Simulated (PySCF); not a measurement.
First SCF of a structure search on singlet CuCl3, at a hand-made trigonal planar geometry. PySCF input:

```python
from pyscf import gto, scf, dft
mol = gto.M(atom='''
Cu     0.000000     0.000000     0.000000
Cl     2.110000     0.000000     0.000000
Cl    -1.055000     1.827300     0.000000
Cl    -1.055000    -1.827300     0.000000''',
    basis={'Cu': 'def2-TZVP', 'Cl': 'def2-TZVP'},
    charge=0, spin=0)
mf = dft.RKS(mol, xc='PBE0')
mf.grids.atom_grid = (50, 194)
aux = {'Cu': 'def2-universal-JKFIT', 'Cl': 'def2-universal-JKFIT'}
mf = mf.density_fit(auxbasis=aux)
mf.conv_tol = 1e-08
mf.diis_space = 10
mf.max_cycle = 60
mf.init_guess = 'minao'
mf.verbose = 4
mf.kernel()
```

Excerpt of the output (cycles and frontier levels):

```
init E= -3020.28157835922
cycle= 1 E= -3017.54128647544  delta_E= 2.74  |g|= 5.29  |ddm|= 2.19
  HOMO = -0.370927410607787  LUMO = -0.344218718402665  gap/eV = 0.72678
cycle= 2 E= -3007.57522414263  delta_E= 9.97  |g|= 10.7  |ddm|= 7.72
  HOMO = -0.354033125626234  LUMO = -0.34654671442939  gap/eV = 0.20372
cycle= 3 E= -3019.44510487894  delta_E= -11.9  |g|= 3.05  |ddm|= 6.57
  HOMO = -0.174521091123875  LUMO = -0.167342189123584  gap/eV = 0.19535
cycle= 4 E= -3019.17031617576  delta_E= 0.275  |g|= 1.92  |ddm|= 2.14
  HOMO = -0.289655319448762  LUMO = -0.278932281873027  gap/eV = 0.29179
cycle= 5 E= -3020.19051226183  delta_E= -1.02  |g|= 0.871  |ddm|= 2.22
  HOMO = -0.271152770482566  LUMO = -0.261808403751934  gap/eV = 0.25427
cycle= 6 E= -3020.18897842916  delta_E= 0.00153  |g|= 1.49  |ddm|= 1.48
  HOMO = -0.320135266663439  LUMO = -0.278853573610849  gap/eV = 1.12333
cycle= 7 E= -3020.43707703167  delta_E= -0.248  |g|= 0.48  |ddm|= 0.405
... 11 lines left out ...
cycle= 13 E= -3020.47119471899  delta_E= -7.91e-07  |g|= 0.000397  |ddm|= 0.00269
  HOMO = -0.336275938641493  LUMO = -0.269226514891152  gap/eV = 1.82451
cycle= 14 E= -3020.47119479572  delta_E= -7.67e-08  |g|= 9.8e-05  |ddm|= 0.000983
  HOMO = -0.336268411867426  LUMO = -0.269218596737414  gap/eV = 1.82452
cycle= 15 E= -3020.47119480144  delta_E= -5.72e-09  |g|= 0.000113  |ddm|= 0.000284
  HOMO = -0.336271045551996  LUMO = -0.269221704904147  gap/eV = 1.82451
cycle= 16 E= -3020.47119480306  delta_E= -1.62e-09  |g|= 8.46e-06  |ddm|= 7.95e-05
  HOMO = -0.336271669370042  LUMO = -0.2692227712012  gap/eV = 1.82449
Extra cycle  E= -3020.47119480295  delta_E= 1.12e-10  |g|= 3.41e-05  |ddm|= 1.45e-05
converged SCF energy = -3020.47119480295
```

No lower solution of this spin was found from smeared starts or by a stability analysis within the restricted form, which does not test spin polarisation.

At the minimum of this search the closed-shell solution is unstable towards spin polarisation, so a lower open-shell solution exists.

The search for the lowest solution, 3 starts and the stability check together, took 16 s on 4 threads of a shared Arm Neoverse V2 host, with 156 basis functions; the process peaked at 0.65 GiB. Launch command: `OMP_NUM_THREADS=4 python axn.py task.json out`.
